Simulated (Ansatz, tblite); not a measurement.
Cost and result up the ladder for Be9O9, a nanocrystal cut from wurtzite BeO (bare) (18 atoms). Charge 0, multiplicity 1. Geometry: PBE-D4/def2-SVP.

Cartesian coordinates in Å:
```
Be 0.289 -1.126 -1.645
O -1.315 -0.790 -1.531
O 0.320 -2.360 -0.622
Be -1.164 -1.806 -0.312
Be 0.578 -1.741 0.833
O -0.993 -1.476 1.237
Be -1.642 0.623 -0.987
O -2.260 0.852 0.474
Be -1.354 0.008 1.492
O 1.393 -0.040 -1.660
Be 2.156 -0.039 -0.260
O 1.715 -0.726 1.108
Be 0.920 1.425 -1.085
O -0.561 1.860 -0.962
O 1.940 1.508 0.148
Be -0.992 1.845 0.573
Be 1.208 0.811 1.392
O -0.239 1.173 1.807
```

Ansatz on 2 threads of AMD EPYC 7R13 on a shared host and a share (18 GiB) of an NVIDIA H100 80GB HBM3; xTB runs through tblite on one thread. Times are rough, summed over both states, and most runs start from the orbitals of an earlier one. PBE0-D4/def2-TZVP serves as the yardstick here, not as an exact answer. The other state is a doublet.

The xTB rows come from tblite. B3LYP takes the VWN-RPA correlation. Single mean-field runs in def2-TZVP are fitted with def2-universal-jkfit.

Raw xTB energies of ions are shifted by several eV.

| level | functions | vertical IE (eV) | difference from PBE0-D4/def2-TZVP (eV) |
| --- | --- | --- | --- |
| B3LYP-D4/def2-TZVP (with forces) | 450 | 10.06 | -0.04 |
| PBE-D4/def2-TZVP (with forces) | 450 | 9.34 | -0.76 |
| GFN2-xTB | 72 | 14.60 | 4.50 |
| PBE0-D4/def2-TZVP | 450 | 10.10 | 0.00 |
| GFN1-xTB | 72 | 12.41 | 2.30 |

(1) Estimate how long each takes.

## Answers

(1) GFN1-xTB 0.052 s; GFN2-xTB 0.07 s; PBE-D4/def2-TZVP (with forces) 9.8 s; B3LYP-D4/def2-TZVP (with forces) 11 s; PBE0-D4/def2-TZVP 13 s. On shared hardware such times vary by a factor of up to 3.
